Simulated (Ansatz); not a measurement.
Coupled-cluster diagnostics for CdCl₄, Ansatz.

Geometry of the singlet (PBE0-D4/def2-SVP):

```xyz
5

Cd   -0.371    0.730    0.884
Cl   -2.300   -0.443    1.226
Cl    0.111   -0.590   -2.097
Cl    1.484    2.053    0.722
Cl    1.075   -1.750   -0.735
```

In the def2 sets Cd takes a core potential; there is no spin–orbit coupling. Correlated methods freeze 20 core orbitals; core or outer-core shells of Cd are correlated, in sets that lack core-valence functions. In the singlet, Cl3 and Cl5 lie 2.03 Å apart (atoms count from 1), so these atoms are partly bonded to each other. The structure comes from a short search, and lower isomers may exist.

(1) Estimate the CCSD(T) correlation energy, the shares of MP2 and (T), T1 and the reference's ⟨S²⟩ for: charge 0, singlet, own geometry in def2-TZVP; and the rough time on 4 threads of Arm Neoverse V2 on a shared host.

Answers

(1) 
```json
{"state": "charge 0, singlet, own geometry", "basis": "def2-TZVP", "correlation (eV)": "-36.170", "MP2 share (%)": "93.6", "(T) share (%)": "3.4", "T1": "0.011", "⟨S²⟩ (pure)": "0.00 (0.00)", "wall time": "94 s"}
```
Customary marks for T1 are 0.02 (closed shells), 0.045 (open shells) and about 0.05 (3d metals). T1 stays under 0.02 throughout.
